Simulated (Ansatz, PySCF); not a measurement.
Dimer: H3NSe (SMILES N[SeH]) (first 5 atoms) with HF (SMILES F); geometry from B3LYP-D3(BJ)/def2-TZVP, rigid monomers moved along the line of their centres of mass till N1···H7 is 2.99 Å.
(charge 0, multiplicity 1):
```xyz
7

N     -1.0014     0.6000     0.7596
Se    -0.2006    -0.9469     0.0494
H     -0.8263     1.3977     0.1597
H     -2.0012     0.4682     0.8594
H     -0.9287    -0.9973    -1.2400
F      0.2411     1.7100     4.3211
H     -0.1560     1.5660     3.4629
```

Monomers are frozen at their geometry in the pair; levels with a basis set take the counterpoise correction.

Frozen-core correlation. Filled d and f shells under p-block atoms count as core. CBS(a, b) extrapolates the correlation energy as X⁻³ and adds the Hartree–Fock energy of set b.

Programs: Ansatz (a first-principles code); PySCF for the dispersion terms. Values without a source in brackets are computed.

PBE/def2-TZVPPD gives -12.9 kJ/mol for the interaction energy.

### Question
How do the other levels lie against it? Give each less PBE: PBE-D3(BJ)/def2-TZVPPD, r2SCAN/def2-TZVPPD, PBE0/def2-TZVPPD, wB97M-V/def2-TZVPPD, MP2/CBS(aug-cc-pVDZ, aug-cc-pVTZ), CCSD(T)/CBS(aug-cc-pVDZ, aug-cc-pVTZ).

### Answer
PBE-D3(BJ)/def2-TZVPPD -1.1; r2SCAN/def2-TZVPPD 0.5; PBE0/def2-TZVPPD 0.2; wB97M-V/def2-TZVPPD -0.4; MP2/CBS(aug-cc-pVDZ, aug-cc-pVTZ) -0.3; CCSD(T)/CBS(aug-cc-pVDZ, aug-cc-pVTZ) -0.1 kJ/mol. 2 of 6 lie above PBE; the widest gap is to PBE-D3(BJ)/def2-TZVPPD.
